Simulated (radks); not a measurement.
The mean radii <r> (bohr) of the occupied orbitals of an atom or ion are listed with their occupations. Calculated with a radial shooting solver on a logarithmic mesh with Libxc functionals: Dirac Kohn-Sham, PBE, spin-unpolarised, spherical densities, point nucleus.

orbital  occ.     <r>
1s1/2       2  0.1113
2s1/2       2  0.5671
2p1/2       2  0.5347
2p3/2       4  0.5369
3s1/2       2   1.951

Name the element and its charge. Open shells, if any, fill j = l - 1/2 first.

Answer. Z = 14, silicon, charge +2: Si2+ in [Ne] 3s2. The 1s radius gives Z: for a bare nucleus <r> = (2 gamma + 1)/(2Z) with gamma = sqrt(1 - (Z/c)^2), 0.1068 bohr for Z = 14, and screening makes it slightly larger (0.1113 here). The occupations add up to 12, and the charge is Z minus that.
